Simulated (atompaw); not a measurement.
## Plane-wave convergence, PAW (atompaw) potential for silver (Ag)

* Element: silver (Ag)
* Generator: atompaw 4.2.0.5
* Type: PAW
* Functional: PBE
* Relativity: non-relativistic
* Frozen core: [Ar] 3d10
* Valence charge: 19
* Reference configuration: 4s2 4p6 4d10 5s0.75 5p0.25
* Partial waves: 4s (bound): rc 1.15 bohr; 5s (bound): rc 2.15 bohr; 4p (bound): rc 1.40 bohr; 5p (bound): rc 2.00 bohr; 4d (bound): rc 2.15 bohr; 4d channel at 0.05 Ry: rc 2.15 bohr; 4f channel at 0.25 Ry: rc 2.15 bohr
* Local potential: bessel scheme, radius 1.60 bohr
* Core correction: smooth core density matched at 1.65 bohr
* Augmentation charge: sinc compensation charge, radius 1.60 bohr; PAW radius 2.15 bohr; waves and projectors: custom polynom2 7 10 vanderbiltortho

The pseudo-atom Hamiltonian at the reference potential is diagonalised in spherical Bessel functions j_l(qr) that vanish at 20 bohr, with q² up to the cutoff. All-electron valence levels (Ry): 4s -6.4876, 5s -0.3192, 4p -4.2056, 5p -0.0765, 4d -0.6196.

Question: How do the lowest levels (Ry) of each channel move with the cutoff, and are there ghosts?

Answer:

```json
{"cutoff (Ry)": "8", "s #1": "-5.4801", "s #2": "-0.3174", "s #3": "-0.0128", "p #1": "-1.5432", "p #2": "-0.0475", "d #1": "-0.2435", "d #2": "0.0394", "f #1": "0.0882", "Σ f·Δε (mRy)": "21758.5"}
{"cutoff (Ry)": "18", "s #1": "-6.4778", "s #2": "-0.3191", "s #3": "-0.0130", "p #1": "-4.1309", "p #2": "-0.0762", "d #1": "-0.6172", "d #2": "0.0376", "f #1": "0.0882", "Σ f·Δε (mRy)": "491.0"}
{"cutoff (Ry)": "35", "s #1": "-6.4856", "s #2": "-0.3192", "s #3": "-0.0130", "p #1": "-4.2015", "p #2": "-0.0764", "d #1": "-0.6194", "d #2": "0.0376", "f #1": "0.0882", "Σ f·Δε (mRy)": "29.2"}
{"cutoff (Ry)": "55", "s #1": "-6.4872", "s #2": "-0.3192", "s #3": "-0.0130", "p #1": "-4.2030", "p #2": "-0.0764", "d #1": "-0.6195", "d #2": "0.0376", "f #1": "0.0882", "Σ f·Δε (mRy)": "17.1"}
{"cutoff (Ry)": "90", "s #1": "-6.4875", "s #2": "-0.3192", "s #3": "-0.0130", "p #1": "-4.2038", "p #2": "-0.0764", "d #1": "-0.6195", "d #2": "0.0376", "f #1": "0.0882", "Σ f·Δε (mRy)": "10.8"}
{"cutoff (Ry)": "140", "s #1": "-6.4875", "s #2": "-0.3192", "s #3": "-0.0130", "p #1": "-4.2042", "p #2": "-0.0764", "d #1": "-0.6196", "d #2": "0.0376", "f #1": "0.0882", "Σ f·Δε (mRy)": "8.2"}
{"cutoff (Ry)": "230", "s #1": "-6.4876", "s #2": "-0.3192", "s #3": "-0.0130", "p #1": "-4.2052", "p #2": "-0.0764", "d #1": "-0.6196", "d #2": "0.0376", "f #1": "0.0882", "Σ f·Δε (mRy)": "1.9"}
{"cutoff (Ry)": "400", "s #1": "-6.4876", "s #2": "-0.3192", "s #3": "-0.0130", "p #1": "-4.2055", "p #2": "-0.0764", "d #1": "-0.6196", "d #2": "0.0376", "f #1": "0.0882", "Σ f·Δε (mRy)": "0.0"}
```

Result: no extra level below or beside the all-electron valence levels (s, p, d, f tested); 10 mRy is reached at 100 Ry and 1 mRy at 300 Ry.
